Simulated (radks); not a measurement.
The numbers below are computed, except where a source is named.
Ionisation of Tm, [Xe] 4f13 6s2, to Tm+, [Xe] 4f13 6s1, under several functionals. Dirac Kohn-Sham, spin-unpolarised, spherical densities, point nucleus; open shells fill j = l - 1/2 first; a radial shooting solver on a logarithmic mesh with Libxc functionals.

functional,E(Tm) (hartree),Exc (hartree),IE (eV),-e(HOMO) (eV),<r> HOMO (bohr),IE error (eV)
B86b exchange with PBE correlation,-13583.2945,-288.0205,6.489,2.550,0.8243,+0.304
BLYP,-13583.0665,-287.7776,6.428,2.321,0.8259,+0.244
OLYP,-13587.1418,-292.0726,6.083,2.755,0.8159,-0.102
"LDA (Slater exchange, VWN5 correlation)",-13573.7455,-278.3828,6.678,2.768,0.8238,+0.494
RPBE,-13582.6313,-287.3507,6.353,2.516,0.8238,+0.168
PW91,-13583.6551,-288.3892,6.499,2.599,0.8241,+0.315
SOGGA,-13577.3616,-282.0279,6.361,2.498,0.8241,+0.177
revPBE,-13582.5035,-287.2218,6.372,2.511,0.8239,+0.188
exchange-only B88,-13579.3906,-284.0581,5.880,1.533,0.8292,-0.305
AM05,-13574.0371,-278.6789,6.415,2.608,0.8231,+0.231

NIST Atomic Spectra Database: 6.184 eV (measured). Closest: OLYP. The Delta-SCF values span 0.80 eV, the total energies 13.40 hartree. The highest occupied level is 4f7/2. Spin polarisation and multiplet splitting are left out, so open shells lie too high by an amount that depends on their filling.

Beside tabulated values, note that spin-unpolarised runs miss the spin-polarisation part of the exchange energy of open shells.
